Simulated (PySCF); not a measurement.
**Peak assignment**

Cartesian coordinates in Å; atom numbers follow the order of the lines, from 1:
```xyz
18

C    -0.6780   -1.9754   -0.0615
C     0.1826   -0.7497   -0.0245
C     1.5647   -0.8754   -0.0283
C     2.3837    0.2397    0.0051
C     1.8195    1.5020    0.0435
C     0.4427    1.6321    0.0484
C    -0.3977    0.5232    0.0152
Si   -2.2681    0.7718    0.0256
H    -0.0704   -2.8771   -0.0900
H    -1.3215   -1.9626   -0.9400
H    -1.3195   -2.0168    0.8175
H     2.0097   -1.8609   -0.0585
H     3.4576    0.1213    0.0016
H     2.4486    2.3803    0.0691
H     0.0065    2.6209    0.0789
H    -2.8621    0.1996   -1.1873
H    -2.5486    2.2080    0.0708
H    -2.8584    0.1255    1.2026
```

[PySCF: geometry from GFN2-xTB; σ from GIAO-PBE0/pcSseg-1; isolated molecule; one conformer; non-relativistic Hamiltonian; one averaged value for each set of equivalent atoms]

Referencing at the same level of theory: 13C, 1H vs TMS.

Problem. Assign these signals to the numbered atoms. 13C{1H} NMR (computed): δ 150.2 (C), 142.7 (CH), 136.7 (CH), 134.6 (C), 134.1 (CH), 130.4 (CH), 25.2 (CH3).

Solution. 
150.2 → C2, substituted aromatic carbon
142.7 → C6, aromatic CH
136.7 → C4, aromatic CH: the aromatic region
134.6 → C7, substituted aromatic carbon
134.1 → C3, aromatic CH: the aromatic region
130.4 → C5, aromatic CH
25.2 → C1, methyl carbon on an aromatic ring: aliphatic region, no heteroatom directly attached

C7 and C3 lie closer than the usual error of such a calculation, so a measured spectrum could show them in the other order.

Problem. Assign these signals to the numbered atoms. 1H NMR (400 MHz, computed): δ 7.86 (d, 1H), 7.63 (m, 1H), 7.51 (m, 1H), 7.45 (m, 1H), 4.50 (s, 3H), 2.56 (s, 3H).

Solution. 
| δ (ppm) | atoms | environment | reason |
| --- | --- | --- | --- |
| 7.86 | H15 | hydrogen on an aromatic CH | the ring current deshields protons in the ring plane |
| 7.63 | H13 | hydrogen on an aromatic CH | – |
| 7.51 | H12 | hydrogen on an aromatic CH | – |
| 7.45 | H14 | hydrogen on an aromatic CH | – |
| 4.50 | H16/H17/H18 | hydrogen on a silicon bonded to C | – |
| 2.56 | H9/H10/H11 | hydrogen on a methyl carbon on an aromatic ring | benzylic-type position, deshielded by the ring |

H13 and H12; H12 and H14 lie closer than the usual error of such a calculation, so a measured spectrum could show them in the other order.

Shifts are as computed. Against solution values, carbons near 30 ppm lie about +3 ppm off and those near 130 ppm about +5 ppm. Of 1211 compounds with measured shifts, 218 miss one by over three times the rms of a fit or turn the order of signals round; such compounds aren't used in these exercises. No couplings were computed; multiplicities are counted from neighbouring protons, with m where these are inequivalent, close in shift, in a saturated or five-membered ring or joined by F or P, and br s for small geminal =CH2 splittings.
